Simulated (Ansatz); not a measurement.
Consider the ligand exchange at a Ga–O bond: `C[Si](C)(C)[O][Ga]([Cl])[Cl]` + CH₃OH → `C[O][Ga]([Cl])[Cl]` + `C[Si](C)(C)O`.

Gas-phase electronic energies from Ansatz, PBE0-D4/def2-TZVP geometries. CCSD(T)/CBS adds triple-zeta CCSD(T) − MP2 to the extrapolated MP2 energy (def2 sets, frozen cores). This one scheme is used for every species. Functionals use def2-TZVPP. B3LYP here is the variant with VWN-RPA as its local correlation; programs differ in this. HSE06 is defined as in plane-wave codes. For Ga outer-core shells are correlated without core-valence functions, which leaves a few kJ/mol of doubt a bond. Scalar relativity is left out up to krypton. Each species was taken in one conformer, which may not be the lowest.

`C[Si](C)(C)[O][Ga]([Cl])[Cl]`:

Z-matrix (Å, degrees):
```
C
Si 1 1.862
H 1 1.093 2 110.9
H 1 1.094 2 111.0 3 -120.1
H 1 1.093 2 110.9 3 119.9
C 2 1.867 1 111.0 3 -178.5
C 2 1.867 1 111.0 3 58.6
O 2 1.661 1 106.2 3 -59.9
H 6 1.093 2 111.1 1 58.4
H 6 1.094 2 111.1 1 178.9
H 6 1.094 2 111.0 1 -61.4
H 7 1.094 2 111.0 1 61.4
H 7 1.094 2 111.1 1 -178.9
H 7 1.093 2 111.1 1 -58.4
Ga 8 1.747 2 135.1 1 -179.9
Cl 15 2.113 8 119.8 2 179.7
Cl 15 2.125 8 120.9 2 -0.3
```

CH₃OH:

Cartesian coordinates in Å:
```
C 0.204 -0.291 0.023
O -0.649 0.650 -0.587
H 0.439 -1.044 -0.730
H -0.269 -0.796 0.874
H 1.147 0.157 0.361
H -0.871 1.323 0.059
```

`C[O][Ga]([Cl])[Cl]`:

```xyz
8

C     0.350    0.195   -1.252
O     0.571    0.600    0.083
Ga   -0.276   -0.091    1.460
Cl   -1.724   -1.618    1.175
Cl    0.174    0.627    3.392
H     0.037    1.060   -1.843
H     1.284   -0.191   -1.670
H    -0.416   -0.582   -1.345
```

`C[Si](C)(C)O`:

Z-matrix (Å, degrees):
```
C
Si 1 1.870
H 1 1.093 2 111.0
H 1 1.094 2 111.5 3 -120.3
H 1 1.094 2 111.0 3 120.0
C 2 1.870 1 109.3 3 179.2
C 2 1.861 1 111.0 3 -58.1
O 2 1.660 1 110.3 3 57.6
H 6 1.093 2 111.0 1 -179.2
H 6 1.094 2 111.5 1 -58.9
H 6 1.094 2 111.0 1 60.8
H 7 1.093 2 111.1 1 -60.9
H 7 1.093 2 110.8 1 179.0
H 7 1.093 2 110.8 1 59.2
H 8 0.957 2 117.5 1 60.4
```

| level | ΔE (kcal/mol) | difference from CCSD(T)/CBS |
| --- | --- | --- |
| revPBE-D4 | 4.5 | -0.7 |
| B3LYP-D4 | 5.5 | 0.3 |
| BHLYP-D4 | 6.6 | 1.4 |
| B2PLYP | 4.1 | -1.1 |
| PBE | 2.9 | -2.3 |
| revPBE | 2.7 | -2.5 |
| PBE0 | 3.9 | -1.3 |
| r2SCANh | 4.2 | -1.0 |
| HSE06 | 3.9 | -1.3 |
| LC-ωPBE | 4.0 | -1.2 |
| HF/def2-SVP | 6.6 | 1.4 |
| MP2/def2-SVP | 6.5 | 1.3 |
| SCS-MP2/def2-TZVPP | 5.5 | 0.3 |
| CCSD/def2-TZVPP | 5.5 | 0.3 |
| HF/def2-QZVPP | 5.4 | 0.2 |
| HF/CBS(def2) | 5.4 | 0.2 |
| CCSD(T)/CBS | 5.2 | 0 |

Largest T1 diagnostic among the species: 0.013.

Leaving LDA and LC-ωPBE aside and taking each functional with its dispersion term where it has one, the values spread over 2.5 kcal/mol, from B2PLYP to BHLYP-D4. From BLYP to BHLYP (50 % exact exchange), in def2-TZVPP and without D4, ΔE moves by +1.9 kcal/mol.

CCSD(T)/CBS has its own doubt, a few kJ/mol and more with outer-core shells, so smaller differences from it don't rank the levels.
